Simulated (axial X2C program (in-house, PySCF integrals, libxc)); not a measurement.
**Ω levels of ClGdCl from open-shell CI on f7 s1**

Calculated with an axial X2C code built on PySCF integrals: two-component X2C with atomic mean-field Coulomb and Gaunt terms, basis Cl dyall-v4z, Gd dyall-v4z (cores contracted in-house). Orbitals come from Hartree–Fock averaged over the configuration Gd f7 s1; CI then distributes these electrons over the f, s shells of Gd.

Cl–Gd–Cl held linear, both bonds 2.546 Å (near the minimum of the configuration average).

Lowest levels of this model:

| Ω | energy (cm⁻¹) | g∥ | configuration |
| --- | --- | --- | --- |
| 4 | 0 | 15.98 | 100% f7 s1 |
| 3 | 1 | 11.98 | 100% f7 s1 |
| 2 | 1 | 7.99 | 100% f7 s1 |
| 1 | 1 | 3.99 | 100% f7 s1 |
| 0 | 1 | 0.00 | 100% f7 s1 |
| 3 | 4479 | 11.97 | 100% f7 s1 |
| 2 | 4493 | 7.98 | 100% f7 s1 |
| 1 | 4502 | 3.99 | 100% f7 s1 |
| 0 | 4505 | 0.00 | 100% f7 s1 |

g∥ is the magnitude of 2⟨Lz + ge Sz⟩ for the +Ω component.

Problem. From Ω and g∥ of the lowest level, whose 2⟨Lz + ge Sz⟩ is positive, find ⟨Sz⟩ and ⟨Lz⟩ (ge = 2.0023).

Solution. Ω = ⟨Lz⟩ + ⟨Sz⟩ = 4 and ⟨Lz⟩ + ge⟨Sz⟩ = 7.990, so ⟨Sz⟩ = 3.98 and ⟨Lz⟩ = 0.02.

Occupations of the active spinors in the lowest level by ω, shell by shell in order of energy: -7/2: 0.00; -5/2: 0.93 0.07; -3/2: 0.83 0.17; -1/2: 0.69 0.31 0.00; 1/2: 0.43 0.57 1.00; 3/2: 0.27 0.73; 5/2: 0.13 0.87; 7/2: 1.00. The leading determinant has weight 0.19 among 800.

This point took 11 s on 1 thread of Arm Neoverse N1 (shared host).

There is no dynamic correlation: spin–orbit spacings and, for f shells, spacings inside one term are the most reliable numbers, splittings between terms come out too wide, and energies between configurations are not reliable, so the lowest level need not be the ground state of the molecule. At most 4 roots were kept for each Ω > 0 (twice that for Ω = 0) within 2.2 eV of the lowest, so higher up levels can be missing between those listed; levels with Ω > 0 are doubly degenerate and listed once, Ω = 0 levels singly. The molecule was held linear; bending was not examined.
